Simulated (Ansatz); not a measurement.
Calculated with Ansatz (gas phase, PBE0-D4/def2-TZVP geometries, no zero-point term in ΔE). CCSD(T)/CBS adds triple-zeta CCSD(T) − MP2 to the extrapolated MP2 energy (def2 sets, frozen cores). Functionals use def2-TZVPP. For Ge outer-core shells are correlated without core-valence functions, which leaves a few kJ/mol of doubt a bond. Scalar relativity is left out up to krypton. Each species was taken in one conformer, which may not be the lowest.

Consider the ligand exchange at a Ge–C bond: `[OH][GeH2][CH2][SiH](O)F` + `O[SiH](O)O` → `[OH][GeH2][O][SiH](O)O` + `C[SiH](O)F`.

CCSD(T)/CBS gives -43.9 kJ/mol.

(1) Another level gave -45.3 kJ/mol. Which?
A. ωB97X-V/def2-TZVPP
B. PBE/def2-TZVPP
C. HF/def2-TZVPP
D. MP2/def2-TZVPP

Largest T1 diagnostic among the species: 0.012.

## Answers

(1) D. MP2/def2-TZVPP -45.3, ωB97X-V -49.3, HF/def2-TZVPP -68.8, PBE -40.8 kJ/mol.

In def2-TZVPP, CCSD(T) changes the Hartree–Fock value by +21.8 kJ/mol (the triples alone add +2.0 kJ/mol) and MP2 by +23.5 kJ/mol.
